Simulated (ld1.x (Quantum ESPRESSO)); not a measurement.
**Plane-wave convergence, PAW potential for Yb (Z = 70)**

ld1.x (Quantum ESPRESSO) 7.5 input, shortened:

```
&input
   title='Yb', zed=70., rel=1, dft='PBE', iswitch=3,
   config='[Xe] 4f13.5 5d0.5 6s2 6p0'
 /
 &inputp
   pseudotype=3, lpaw=.true., tm=.true., lloc=-1, rcloc=2.95,
   nlcc=.true., new_core_ps=.true., rcore=1.05,
   which_augfun='PSQ', rmatch_augfun_nc=.true.
 /
8
5S  1  0   2.00   0.00  2.15  2.35  0.0
6S  2  0   2.00   0.00  2.15  2.35  0.0
5P  2  1   6.00   0.00  2.00  2.75  0.0
6P  3  1   0.00   0.00  2.00  2.75  0.0
5D  3  2   0.50   0.00  2.85  3.60  0.0
5D  3  2   0.00   2.90  2.85  3.60  0.0
4F  4  3  13.50   0.00  0.75  1.05  0.0
4F  4  3   0.00  -0.05  0.75  1.05  0.0
 &test
   configts(1)='4f13.5 5s2 5p6 5d0.5 6s2 6p0'
 /
```

The pseudo-atom Hamiltonian at the reference potential is diagonalised in spherical Bessel functions j_l(qr) that vanish at 20 bohr, with q² up to the cutoff. All-electron valence levels (Ry): 5s -4.2053, 6s -0.3171, 5p -2.1549, 6p -0.0933, 5d -0.0954, 4f -0.4611.

Q: How do the lowest levels (Ry) of each channel move with the cutoff, and are there ghosts?

A:

```tsv
cutoff (Ry)	s #1	s #2	s #3	p #1	p #2	d #1	f #1	Σ f·Δε (mRy)
8	-4.1989	-0.2632	0.0036	-2.1480	-0.0644	-0.0953	0.0943	7660.3
15	-4.2049	-0.3104	-0.0036	-2.1547	-0.0886	-0.0954	0.0943	7513.7
25	-4.2053	-0.3168	-0.0045	-2.1549	-0.0930	-0.0954	0.0943	7498.7
35	-4.2053	-0.3171	-0.0046	-2.1549	-0.0932	-0.0954	0.0943	7498.0
50	-4.2053	-0.3171	-0.0046	-2.1549	-0.0932	-0.0954	0.0943	7497.8
70	-4.2053	-0.3171	-0.0046	-2.1549	-0.0932	-0.0954	0.0814	7324.2
100	-4.2053	-0.3171	-0.0046	-2.1549	-0.0932	-0.0954	-0.4294	427.4
140	-4.2053	-0.3171	-0.0046	-2.1549	-0.0932	-0.0954	-0.4584	36.5
180	-4.2053	-0.3171	-0.0046	-2.1549	-0.0932	-0.0954	-0.4602	11.6
260	-4.2053	-0.3171	-0.0046	-2.1549	-0.0932	-0.0954	-0.4610	2.0
400	-4.2053	-0.3171	-0.0046	-2.1549	-0.0932	-0.0954	-0.4611	0.0
```

Result: no extra level below or beside the all-electron valence levels (s, p, d, f tested); 10 mRy is reached at 200 Ry and 1 mRy at 300 Ry.

Test run stopped at test 1 of 7 (negative rho).
